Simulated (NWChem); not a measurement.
System: BAsH4; SMILES [AsH2]B

```xyz
6

B      0.0100    -1.6376     0.0000
As    -0.0524     0.3441     0.0000
H      0.8949     0.6506    -1.1407
H      0.8949     0.6506     1.1407
H     -0.0555    -2.2335     1.0473
H     -0.0555    -2.2335    -1.0473
```
Atoms are numbered in this order, from 1.

Program: NWChem. The geometry was optimised at PBE0/def2-SVP. Ions are spin-unrestricted doublets at the neutral geometry; other ion states weren't tried.

```csv
level,"vertical ionisation energy, ΔSCF (eV)",−ε(HOMO) (eV),ΔSCF minus −ε(HOMO) (eV)
PBE/def2-SVPD,9.71,6.41,3.30
CAM-B3LYP/def2-SVPD,9.77,8.65,1.12
BHandHLYP/def2-SVPD,9.60,8.30,1.30
"LDA (Slater exchange, VWN5)/def2-SVPD",?,?,?
```

Problem. Some entries are withheld; supply them.

Solution. 
- LDA (Slater exchange, VWN5)/def2-SVPD, vertical ionisation energy, ΔSCF (eV): 9.94
- LDA (Slater exchange, VWN5)/def2-SVPD, −ε(HOMO) (eV): 6.55
- LDA (Slater exchange, VWN5)/def2-SVPD, ΔSCF minus −ε(HOMO) (eV): 3.39
